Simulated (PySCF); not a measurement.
Two-photon absorption: 3-chloro-1,1,1,2,2-pentafluoropropane (SMILES FC(F)(F)C(F)(F)CCl)

Geometry:
```json
{"atom": "F1", "x (Å)": "1.562", "y (Å)": "-0.774", "z (Å)": "0.864"}
{"atom": "C2", "x (Å)": "1.260", "y (Å)": "0.311", "z (Å)": "0.153"}
{"atom": "F3", "x (Å)": "1.737", "y (Å)": "0.163", "z (Å)": "-1.072"}
{"atom": "F4", "x (Å)": "1.845", "y (Å)": "1.359", "z (Å)": "0.713"}
{"atom": "C5", "x (Å)": "-0.271", "y (Å)": "0.511", "z (Å)": "0.140"}
{"atom": "F6", "x (Å)": "-0.545", "y (Å)": "1.511", "z (Å)": "-0.709"}
{"atom": "F7", "x (Å)": "-0.619", "y (Å)": "0.903", "z (Å)": "1.384"}
{"atom": "C8", "x (Å)": "-1.100", "y (Å)": "-0.718", "z (Å)": "-0.176"}
{"atom": "Cl9", "x (Å)": "-0.850", "y (Å)": "-1.337", "z (Å)": "-1.811"}
{"atom": "H10", "x (Å)": "-2.152", "y (Å)": "-0.424", "z (Å)": "-0.062"}
{"atom": "H11", "x (Å)": "-0.862", "y (Å)": "-1.505", "z (Å)": "0.550"}
```

Method: PySCF 2.14.0, TDDFT CAM-B3LYP/aug-cc-pVDZ excited states, vertical, gas phase. Geometry: PBE0-D3(BJ)/def2-SVP.

**Question.** How strongly do the lowest singlets absorb one photon, and two photons of half the energy?

**Answer.** δ for parallel linear polarisation; σ at the peak of a Lorentzian of half width 0.1 eV, single beam; Ω is circular over linear.
```tsv
state	E (eV)	f	photon λ (nm)	δ (au)	σ (GM)	Ω	main
S1	7.41	0.004	335	1.4	0.03	1.36	HOMO→LUMO+1 0.67
S2	7.50	0.005	331	3.66	0.07	0.56	HOMO−1→LUMO+1 0.66
S3	8.15	0.010	304	18.2	0.44	1.48	HOMO→LUMO 0.72, HOMO→LUMO+1 0.13
S4	8.26	0.021	300	17.3	0.43	1.42	HOMO−1→LUMO 0.72, HOMO−1→LUMO+1 0.13
S5	9.04	0.032	274	17.7	0.53	1.09	HOMO→LUMO+2 0.85
S6	9.11	0.008	272	7.87	0.24	1.47	HOMO−1→LUMO+2 0.83
```

Among these, the strongest one-photon state is S5, the strongest two-photon state S5, with a dipole change of 6.4 D (relaxed, norm of the difference vector).
